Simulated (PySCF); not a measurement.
Species: C₅H₈Si.
SMILES: `CC1=C[SiH2]C=C1`

The closed-shell ground state was solved at several levels (PySCF, density fitting, gas phase, non-relativistic). Geometry: PBE0-D3(BJ)/def2-SVP; no solvent, vibrations or thermal averaging.

```csv
level,basis functions,total energy (Eh),HOMO (eV),LUMO (eV),gap (eV),dipole (D)
PBE0/pcSseg-0,74,-483.6667,-6.73,-1.31,5.42,0.89
PBE0/pcSseg-1,149,-484.4059,-6.67,-1.39,5.28,1.04
PBE0/def2-TZVP,240,-484.5188,-6.64,-1.39,5.25,1.19
CAM-B3LYP/pcSseg-1,149,-484.6596,-7.90,-0.22,7.68,0.99
PBE0/6-31G*,104,-484.4183,-6.39,-1.08,5.31,1.14
"PBE0/6-311+G(2d,p)",218,-484.5022,-6.64,-1.41,5.23,1.17
LC-wPBE/pcSseg-1,149,-484.5412,-9.29,0.81,10.10,1.02
```

(1) Estimate the row for PBE0/IGLO-III, a basis of 299 functions; the other rows only guide the guess.

(2) How much does the basis alone move the frontier levels among the 6 PBE0 rows (the withheld one included)?

(3) How far do the dipole and the HOMO energy spread over the levels?

Results:

(1) Total energy -484.5244 Eh, HOMO -6.64 eV, LUMO -1.41 eV, gap 5.23 eV, dipole 1.17 D.

(2) The HOMO by 0.34 eV and the LUMO by 0.33 eV. By rising basis size (HOMO, LUMO in eV): pcSseg-0 -6.73, -1.31; 6-31G* -6.39, -1.08; pcSseg-1 -6.67, -1.39; 6-311+G(2d,p) -6.64, -1.41; def2-TZVP -6.64, -1.39; IGLO-III -6.64, -1.41.

(3) The dipole runs from 0.89 to 1.19 D (mean 1.07 D) and the HOMO from -9.29 to -6.39 eV.
